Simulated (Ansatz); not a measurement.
Coupled-cluster diagnostics for the cluster Al₂Te₂, Ansatz.

Geometry of the singlet (B3LYP-D4/def2-SVP):

Cartesian coordinates in Å:
```
Al 1.780 -1.140 -0.523
Al -2.049 -0.255 0.689
Te 0.577 0.771 1.247
Te -0.307 0.624 -1.414
```

In the def2 sets Te takes a core potential; there is no spin–orbit coupling. Correlated methods freeze 18 core orbitals; core or outer-core shells of Te are correlated, in sets that lack core-valence functions. Another isomer (singlet) lies 0.66 eV lower at PBE0-D4/def2-TZVP; other spin states weren't run for this one.

(1) Estimate the CCSD(T) correlation energy, the shares of MP2 and (T), T1 and the reference's ⟨S²⟩ for: charge 0, singlet, own geometry in def2-TZVPP; and the rough time on 4 threads of Arm Neoverse V1 on a shared host.

Answers

(1) 
```json
{"state": "charge 0, singlet, own geometry", "basis": "def2-TZVPP", "correlation (eV)": "-28.253", "MP2 share (%)": "100.7", "(T) share (%)": "3.5", "T1": "0.013", "⟨S²⟩ (pure)": "0.00 (0.00)", "wall time": "66 s"}
```
Customary marks for T1 are 0.02 (closed shells), 0.045 (open shells) and about 0.05 (3d metals). T1 stays under 0.02 throughout.
